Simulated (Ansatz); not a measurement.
Consider the cleavage of the Si–Si bond: `C[SiH](O)[Si](O)(O)O` + H₂S → `C[SiH](O)S` + `O[SiH](O)O`.

Isolated molecules relaxed with PBE0-D4/def2-TZVP in Ansatz; ΔE leaves out vibrations. CCSD(T)/CBS adds triple-zeta CCSD(T) − MP2 to the extrapolated MP2 energy (def2 sets, frozen cores). This one scheme is used for every species. DFT in def2-TZVPP. B3LYP here is the variant with VWN-RPA as its local correlation; programs differ in this. Each species was taken in one conformer, which may not be the lowest.

```csv
level,ΔE (kJ/mol),difference from CCSD(T)/CBS
PBE-D4,-76.6,15.7
r2SCAN-D4,-90.0,2.3
PBE0-D4,-83.3,9.0
B3LYP-D4,-84.2,8.1
ωB97X-V,-87.2,5.1
ωB97M-V,-93.5,-1.2
B2PLYP,-94.2,-1.9
PBE,-80.8,11.5
r2SCAN,-91.8,0.5
PBE0,-87.4,4.9
B3LYP,-90.4,1.9
HF/def2-TZVPP,-105.5,-13.2
MP2/def2-TZVPP,-100.6,-8.3
SCS-MP2/def2-TZVPP,-98.8,-6.5
CCSD/def2-TZVPP,-91.9,0.4
CCSD(T)/def2-TZVPP,-90.5,1.8
HF/def2-QZVPP,-106.0,-13.7
MP2/def2-QZVPP,-101.8,-9.5
SCS-MP2/def2-QZVPP,-100.0,-7.7
HF/CBS(def2),-106.1,-13.8
MP2/CBS(def2),-102.4,-10.1
CCSD/CBS(def2),-93.7,-1.4
CCSD(T)/CBS,-92.3,0
```

Largest T1 diagnostic among the species: 0.012.

In def2-TZVPP, CCSD(T) changes the Hartree–Fock value by +15.0 kJ/mol (the triples alone add +1.4 kJ/mol) and MP2 by +4.9 kJ/mol. The D4 term adds +6.3 kJ/mol with B3LYP and +4.1 kJ/mol with PBE0; it sums over pairs of atoms, weighted by their polarisabilities, and B3LYP, whose exchange is more repulsive, gets the larger term.
